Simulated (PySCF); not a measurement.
Si(F)(SH) (FHSSi), SMILES F[Si]S (connectivity only; charge and spin as stated), neutral, multiplicity 1. Atoms are numbered in the order given.

```xyz
4

Si     0.6719     0.6454     0.0000
F     -0.6939     1.5449     0.0000
S     -0.2574    -1.3139     0.0000
H      0.9565    -1.9175     0.0000
```
Charge 0, spin multiplicity 1.

The structure is a stationary point at PBE-D3(BJ)/def2-TZVP. One conformer was computed; it need not be the lowest.

Vertical ionisation energy (IE) and electron affinity (EA) in eV. Rows of orbital energies are one-electron estimates. Where ΔSCF, EOM or ADC give a negative EA the extra electron is unbound and the value depends on the basis.

| level | IE | EA |
|---|---|---|
| −ε(HOMO), −ε(LUMO), CAM-B3LYP/def2-TZVPD (PySCF) | 8.68 | 1.25 |
| ADC(2)/aug-cc-pVDZ (PySCF) | 9.35 | 0.36 |

### Question
Beyond the first one, list the lowest photoelectron lines from ADC(2)/aug-cc-pVDZ (PySCF) with their pole strengths (two spins summed). (The exact figures need the calculation; the answer reports its results.)

### Answer
10.19 eV (1.79), 13.12 eV (1.75), 13.30 eV (1.74), 14.12 eV (1.71), 14.68 eV (1.73).
